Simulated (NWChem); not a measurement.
HSF$_{2}$ cation; SMILES F[SH+]F

Computed with NWChem. Each level has its own optimisation; frequencies are unscaled.

```tsv
level	r F–S (Å)	r H–S (Å)	highest harmonic frequency (cm⁻¹)	lowest (cm⁻¹)	zero-point energy (kcal/mol)
Hartree-Fock/STO-3G	[?]	1.375	[?]	[?]	[?]
CAM-B3LYP/def2-SVP	1.546	1.378	2535	380	10.0
PBE0/def2-SVP	1.546	1.379	2536	376	9.9
```

Task: Some entries are withheld; supply them.

Result: 
- Hartree-Fock/STO-3G, r F–S (Å): 1.644
- Hartree-Fock/STO-3G, highest harmonic frequency (cm⁻¹): 3040
- Hartree-Fock/STO-3G, lowest (cm⁻¹): 340
- Hartree-Fock/STO-3G, zero-point energy (kcal/mol): 10.7
